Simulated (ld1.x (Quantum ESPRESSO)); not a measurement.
**u(r) = r·R(r): atom against pseudo-atom (Ti (Z = 22))**

Columns: radius, all-electron u(r) and pseudo u(r) of the 3d shell (level -4.58 eV) of titanium in the configuration [Ne] 3s2 3p6 3d2 4s1.75 4p0.25; PBE, scalar-relativistic, ultrasoft scheme, ld1.x (Quantum ESPRESSO) 7.5.

| r (bohr) | all-electron | pseudo |
| --- | --- | --- |
| 0.105 | 0.0352 | 0.0010 |
| 0.210 | 0.1549 | 0.0080 |
| 0.315 | 0.3085 | 0.0261 |
| 0.420 | 0.4541 | 0.0587 |
| 0.525 | 0.5733 | 0.1070 |
| 0.630 | 0.6626 | 0.1700 |
| 0.735 | 0.7228 | 0.2443 |
| 0.840 | 0.7570 | 0.3248 |
| 0.945 | 0.7706 | 0.4054 |
| 1.050 | 0.7687 | 0.4800 |
| 1.155 | 0.7555 | 0.5430 |
| 1.260 | 0.7348 | 0.5903 |
| 1.365 | 0.7090 | 0.6198 |
| 1.470 | 0.6802 | 0.6315 |
| 1.575 | 0.6497 | 0.6274 |
| 1.680 | 0.6187 | 0.6109 |
| 1.785 | 0.5878 | 0.5862 |
| 1.890 | 0.5576 | 0.5576 |
| 1.995 | 0.5282 | 0.5282 |
| 2.100 | 0.5000 | 0.5000 |
| 2.205 | 0.4730 | 0.4730 |
| 2.310 | 0.4474 | 0.4474 |
| 2.415 | 0.4231 | 0.4231 |
| 2.520 | 0.4002 | 0.4002 |
| 2.625 | 0.3784 | 0.3784 |
| 2.730 | 0.3579 | 0.3579 |

Problem. How many radial nodes do the two functions have?

Solution. The all-electron 3d function has n − l − 1 = 0; the pseudo-wave has 0.

Problem. At about which radius was the pseudo-wave matched?

Solution. 2.10 bohr. The columns agree to 0.0005 from 1.89 bohr on; several derivatives are matched, so the curves merge somewhat inside the radius.

Problem. Is the pseudo-wave norm-conserving?

Solution. No, it belongs to an ultrasoft set: the norm inside the radius is not constrained, and the difference is carried by the augmentation charge.
